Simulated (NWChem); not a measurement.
Atomisation of C2H5O

```
C
O 1 1.3691
H 2 0.9654 1 109.15
H 1 1.0991 2 116.86 3 27.40
C 1 1.4853 4 120.54 2 -147.93
H 5 1.1008 1 110.60 4 -39.39
H 5 1.1039 6 108.35 1 121.64
H 5 1.1115 6 107.56 7 114.87
```
Charge 0, spin multiplicity 2.

Program: NWChem. Structure: optimised with UB3LYP/def2-SVP, a minimum by its harmonic frequencies. It is one conformer; others weren't searched.

Basis set: def2-TZVP. The atomisation energy is electronic alone: no zero-point, thermal, spin-orbit or counterpoise terms. No value is extrapolated to the basis-set limit. Free atoms are single determinants with multiplicities C 3, O 3, H 2. Correlated methods freeze the same cores in atoms and molecule, 3 orbitals in all.

| method | atomisation energy (kcal/mol) | relative cost |
|---|---|---|
| LDA (SVWN5) | 815.5 | 1 |
| BHandHLYP | 684.0 | under 3 |
| B3LYP | 705.8 | under 3 |
| PBE0 | 709.8 | under 3 |
| BP86 | 731.8 | under 3 |
| PBE | 723.8 | under 3 |
| HF | 515.4 | under 3 |
| M06-2X | 706.9 | 3 |
| MP2 | 688.7 | 4 |

The values span 300.1 kcal/mol, from HF (lowest) to LDA (SVWN5) (highest). Relative cost: rough, from shared machines, SCF included, LDA (SVWN5) = 1. Costs are the molecule's.

B3LYP has NWChem's definition, with VWN1-RPA local correlation. The structure started from a generated list of species. No SCF solution was tested for a lower state. Open-shell Hartree-Fock references start from PBE0 orbitals; any time given for them includes that run.
